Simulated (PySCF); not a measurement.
The dipole of `CNC1CCCCC1` from its density and from atomic charges.

Coordinates (GFN2-xTB, Å) and charges (e) from the PBE0/pcSseg-1 density (PySCF):

```tsv
atom	x	y	z	Mulliken	IAO	Hirshfeld	ESP-fitted
C1	2.965	-0.491	0.187	-0.1120	-0.3038	-0.0754	-0.0159
N2	1.877	0.250	0.791	-0.4730	-0.4142	-0.1640	-0.7803
C3	0.631	0.225	0.036	-0.1335	+0.0039	+0.0163	+0.3614
C4	-0.299	1.311	0.580	-0.1763	-0.2598	-0.0731	-0.3174
C5	-1.649	1.293	-0.129	-0.2126	-0.2541	-0.0684	+0.0897
C6	-2.310	-0.073	0.019	-0.2170	-0.2548	-0.0695	-0.0726
C7	-1.395	-1.158	-0.536	-0.2157	-0.2553	-0.0692	-0.0451
C8	-0.045	-1.142	0.174	-0.1557	-0.2610	-0.0758	-0.2928
H9	3.874	-0.307	0.756	+0.1105	+0.1459	+0.0445	+0.0871
H10	2.746	-1.557	0.232	+0.1141	+0.1398	+0.0394	+0.0666
H11	3.147	-0.219	-0.866	+0.0800	+0.1025	+0.0237	+0.0129
H12	2.165	1.218	0.911	+0.1700	+0.2325	+0.1021	+0.3652
H13	0.811	0.418	-1.042	+0.0858	+0.0869	+0.0182	+0.0293
H14	0.170	2.291	0.456	+0.1117	+0.1245	+0.0344	+0.0679
H15	-0.438	1.140	1.649	+0.1157	+0.1330	+0.0346	+0.0976
H16	-2.293	2.070	0.287	+0.1177	+0.1337	+0.0379	+0.0033
H17	-1.504	1.511	-1.191	+0.1085	+0.1244	+0.0333	-0.0017
H18	-2.504	-0.269	1.076	+0.1104	+0.1256	+0.0349	+0.0441
H19	-3.267	-0.084	-0.507	+0.1158	+0.1320	+0.0369	+0.0114
H20	-1.243	-0.989	-1.605	+0.1072	+0.1236	+0.0327	+0.0291
H21	-1.861	-2.139	-0.417	+0.1171	+0.1338	+0.0376	+0.0335
H22	0.595	-1.918	-0.246	+0.1190	+0.1279	+0.0347	+0.1056
H23	-0.177	-1.353	1.237	+0.1125	+0.1330	+0.0332	+0.1212
```

**Question.** Form Σ q r in debye for every column and set it beside the full dipole.

**Answer.** The full density gives (0.17, 0.51, -0.74) D, 0.92 D in size; dipole vectors point from the negative to the positive end.

```json
{"scheme": "Mulliken", "μx": "-0.39", "μy": "-0.59", "μz": "-0.91", "size (D)": "1.15", "share of the full size (%)": "125", "angle to the full dipole (°)": "73"}
{"scheme": "IAO", "μx": "-0.02", "μy": "0.23", "μz": "-0.61", "size (D)": "0.65", "share of the full size (%)": "71", "angle to the full dipole (°)": "19"}
{"scheme": "Hirshfeld", "μx": "0.07", "μy": "0.24", "μz": "-0.15", "size (D)": "0.29", "share of the full size (%)": "31", "angle to the full dipole (°)": "23"}
{"scheme": "ESP-fitted", "μx": "0.20", "μy": "0.48", "μz": "-0.76", "size (D)": "0.93", "share of the full size (%)": "101", "angle to the full dipole (°)": "3"}
```

**Question.** Which set comes closest?

**Answer.** Length of the difference vector: ESP-fitted 0.04 D, IAO 0.37 D, Hirshfeld 0.66 D, Mulliken 1.25 D. Closest: ESP-fitted. ESP charges are fitted to the potential around the molecule, whose slowest-falling term is the dipole's. The schemes that divide the density aren't constrained to reproduce the dipole.

**Question.** What is left for the Hirshfeld atoms' own dipoles?

**Answer.** The shares of the density sum to the whole, so what Σ q r misses lies in dipoles about the nuclei. The atomic dipoles sum to (0.17, 0.51, -0.74) − (0.07, 0.24, -0.15) = (0.10, 0.27, -0.59) D, 0.66 D in size.

**Question.** With the origin at the mean of the coordinates, (0.000, 0.001, 0.081) Å, which are the largest single terms, by size, of the Hirshfeld dipole along the direction of the full one?

**Answer.** H23 -0.27, C8 +0.26, H17 +0.25, H18 -0.24, H21 -0.21 D; all 23 atoms together +0.26 D. The single terms depend on the origin, their sum doesn't.

**Question.** Give the size of the full dipole in other units.

**Answer.** 0.92 D = 0.362 au = 0.191 e·Å = 3.07 × 10⁻³⁰ C·m.

Geometry: GFN2-xTB, one conformer, isolated molecule.

These values come from a run that also computed NMR shieldings. On x86-64 server, one thread (shared host), this took 41 s of wall time.
